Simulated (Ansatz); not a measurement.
Frontier orbitals of F₂H₂NY, SMILES `[NH2][Y]([F])[F]`.

| atom | x (Å) | y (Å) | z (Å) |
| --- | --- | --- | --- |
| N1 | 0.048 | -0.277 | -1.144 |
| Y2 | -0.039 | 0.226 | 0.927 |
| F3 | -1.829 | 0.678 | 1.713 |
| F4 | 1.674 | 0.214 | 1.972 |
| H5 | 0.874 | -0.526 | -1.675 |
| H6 | -0.729 | -0.314 | -1.794 |

The species carries charge 0 and has multiplicity 1. Correlated methods include outer-core shells of Y, which these sets cover unevenly. Y: def2 effective core potential. The structure was optimised at the PBE0-D4/def2-TZVP level. It is one conformer, not always the lowest. Basis def2-TZVPP, the Gaussian-basis code of Ansatz.

Problem. Compute the vertical ionisation energy as the energy of the cation minus that of the neutral molecule, at each level. (An estimate is asked.)

Solution. Ansatz gave: 
```
               level  IE (eV)  difference from CCSD(T)/def2-TZVPP
   PBE-D4/def2-TZVPP     9.57                                0.04
r2SCAN-D4/def2-TZVPP     9.44                               -0.09
  PBE0-D4/def2-TZVPP     9.51                               -0.02
 B3LYP-D4/def2-TZVPP     9.66                                0.13
  ωB97X-V/def2-TZVPP     9.58                                0.05
  ωB97M-V/def2-TZVPP     9.60                                0.07
   B2PLYP/def2-TZVPP     9.56                                0.03
       HF/def2-TZVPP     8.06                               -1.47
      MP2/def2-TZVPP     9.69                                0.16
     CCSD/def2-TZVPP     9.44                               -0.09
  CCSD(T)/def2-TZVPP     9.53                                0.00
       HF/def2-QZVPP     8.04                               -1.49
      MP2/def2-QZVPP     9.78                                0.25
```

B3LYP here is the variant with VWN-RPA as its local correlation; programs differ in this.
